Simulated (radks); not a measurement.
Results of a calculation; reference values are marked as such.
Coulomb parameter of the 3d shell of the titanium ion Ti+ in the model configuration [Ar] 3d2 4s1, as a second difference U = [E(n + 1) + E(n - 1) - 2 E(n)] / (1)^2 with all orbitals relaxed. "Bare": the charge of the atom changes with n. "Screened": the 4s shell takes up the change at fixed total charge, which measures U(3d,3d) + U(4s,4s) - 2 U(3d,4s). Code: a radial shooting solver on a logarithmic mesh with Libxc functionals. Model: scalar-relativistic Kohn-Sham, LDA (Slater exchange, Perdew-Wang correlation), spin-unpolarised, spherical densities, finite nucleus; Fermi nuclear charge, rms radius 3.5921 fm.

case,configuration,E - E(n) (eV)
start,[Ar] 3d2 4s1,0.000
bare +1,[Ar] 3d3 4s1,-6.475
bare -1,[Ar] 3d1 4s1,18.098
screened +1,[Ar] 3d3,0.017
screened -1,[Ar] 3d1 4s2,2.454

U(bare) = 11.622 eV, U(screened by 4s) = 2.470 eV, against the Slater integral F0(3d,3d) = 16.750 eV with frozen orbitals.
